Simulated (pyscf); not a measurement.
# HO–BH–Cl, singlet

Gas-phase minimum from PySCF at ωB97X-D3(BJ)/def2-SVP, one conformer. 

SMILES: OBCl
```xyz
5

O     -0.7129     0.5554    -0.7613
B      0.5735     0.1829    -0.6567
Cl     1.3927     0.2000     0.9159
H     -1.1077     0.8180     0.0804
H      1.1722    -0.1659    -1.6380
```

Bonds (Å): O1–B2 1.343, O1–H4 0.966, B2–Cl3 1.773, B2–H5 1.201. Angles (°): B2–O1–H4 113.5, O1–B2–Cl3 120.6, O1–B2–H5 119.6, Cl3–B2–H5 119.8.

Properties at ωB97X-D3(BJ)/def2-SVP:

```json
{
  "harmonic_wavenumbers_unscaled": "392, 652, 763, 878, 1019, 1165, 1396, 2707, 3881 cm⁻¹",
  "zero_point_energy": "18.4 kcal/mol",
  "rotational_symmetry_number": "1",
  "Entropy of this conformer at 298 K and 1 atm, rigid rotor and harmonic oscillator, modes under 100 cm⁻¹ raised to 100": "264.2 J/(mol K)",
  "dipole_moment": "1.29 D"
}
```

Single-point totals, which compare only within one level (frozen core for MP2 and CC):

```csv
level,total energy (hartree)
ωB97X-D3(BJ)/def2-TZVP,-561.65982
PBE/def2-TZVP,-561.31051
r²SCAN/def2-TZVP,-561.53721
B3LYP-D3(BJ)/def2-TZVP,-561.64879
PBE0-D3(BJ)/def2-TZVP,-561.35593
M06-2X/def2-TZVP,-561.56946
ωB97M-D3(BJ)/def2-TZVP,-561.69965
HF/def2-TZVPP,-560.36304
MP2/def2-TZVPP,-560.89300
CCSD/def2-TZVPP,-560.91845
CCSD(T)/def2-TZVPP,-560.94001
```

The CCSD(T) − MP2 part came from Ansatz, without density fitting, on the same reference.
